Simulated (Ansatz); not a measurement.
Consider the ligand exchange at a Zr–Cl bond: `[Cl][Zr]([Cl])([Cl])[Br]` + HBr → `[Cl][Zr]([Cl])([Br])[Br]` + HCl.

Gas-phase electronic energies from Ansatz, PBE0-D4/def2-TZVP geometries. CCSD(T)/CBS adds triple-zeta CCSD(T) − MP2 to the extrapolated MP2 energy (def2 sets, frozen cores). This one scheme is used for every species. Functionals use def2-TZVPP. def2 core potentials past Kr. For Br, Zr outer-core shells are correlated without core-valence functions, which leaves a few kJ/mol of doubt a bond. Scalar relativity is left out up to krypton.

`[Cl][Zr]([Cl])([Cl])[Br]`:

Cartesian coordinates in Å:
```
Cl 1.856 0.806 -1.144
Zr 0.025 -0.002 0.017
Cl 0.386 -2.218 0.579
Cl -0.272 1.242 1.946
Br -1.994 0.173 -1.398
```

HBr:

Z-matrix (Å, degrees):
```
Br
H 1 1.420
```

`[Cl][Zr]([Cl])([Br])[Br]`:

Cartesian coordinates in Å:
```
Cl 1.419 0.440 -1.799
Zr 0.001 0.029 -0.019
Cl -1.362 1.868 0.316
Br -1.393 -1.949 -0.516
Br 1.335 -0.389 2.017
```

HCl:

Z-matrix (Å, degrees):
```
Cl
H 1 1.279
```

```tsv
level	ΔE (kJ/mol)
r2SCANh-D4	-0.1
r2SCAN0-D4	-0.9
HF/def2-TZVPP	0.6
SCS-MP2/def2-QZVPP	-3.9
```

Q: What does CCSD(T)/CBS give? (Best estimate.)

A: Computed: -3.8 kJ/mol. The listed levels differ from it by 3.7, 2.9, 4.4, -0.1 kJ/mol.

Largest T1 diagnostic among the species: 0.014.

In def2-TZVPP, CCSD(T) changes the Hartree–Fock value by −4.3 kJ/mol (the triples alone add −0.7 kJ/mol) and MP2 by −7.4 kJ/mol. At CCSD(T), def2-SVP lies +8.6 kJ/mol from the extrapolated value and def2-TZVPP +0.1 kJ/mol. Leaving LDA and LC-ωPBE aside and taking each functional with its dispersion term where it has one, the values, not all of them listed here, spread over 7.8 kJ/mol, from PBE-QIDH to B97M-V.
